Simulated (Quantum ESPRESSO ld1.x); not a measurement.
Question: The mean radii <r> (bohr) of the occupied orbitals of an atom or ion are listed with their occupations. Method: Dirac Kohn-Sham, revPBE, spin-unpolarised, spherical densities, point nucleus; computed with ld1.x of Quantum ESPRESSO 7.5.

| orbital | occ. | <r> |
|---|---|---|
| 1s1/2 | 2 | 0.01866 |
| 2s1/2 | 2 | 0.07833 |
| 2p1/2 | 2 | 0.06487 |
| 2p3/2 | 4 | 0.07271 |
| 3s1/2 | 2 | 0.2043 |
| 3p1/2 | 2 | 0.1942 |
| 3p3/2 | 4 | 0.2088 |
| 3d3/2 | 4 | 0.1829 |
| 3d5/2 | 6 | 0.1874 |
| 4s1/2 | 2 | 0.4586 |
| 4p1/2 | 2 | 0.4645 |
| 4p3/2 | 4 | 0.4975 |
| 4d3/2 | 4 | 0.5165 |
| 4d5/2 | 6 | 0.5280 |
| 5s1/2 | 2 | 1.092 |
| 5p1/2 | 2 | 1.198 |
| 5p3/2 | 4 | 1.291 |
| 4f5/2 | 6 | 0.6296 |
| 4f7/2 | 8 | 0.6398 |
| 5d3/2 | 1 | 1.715 |

Name the element and its charge. Open shells, if any, fill j = l - 1/2 first.

Answer: Z = 73, tantalum, charge +4: Ta4+ in [Xe] 4f14 5d1. The 1s radius gives Z: for a bare nucleus <r> = (2 gamma + 1)/(2Z) with gamma = sqrt(1 - (Z/c)^2), 0.01844 bohr for Z = 73, and screening makes it slightly larger (0.01866 here). The occupations add up to 69, and the charge is Z minus that.
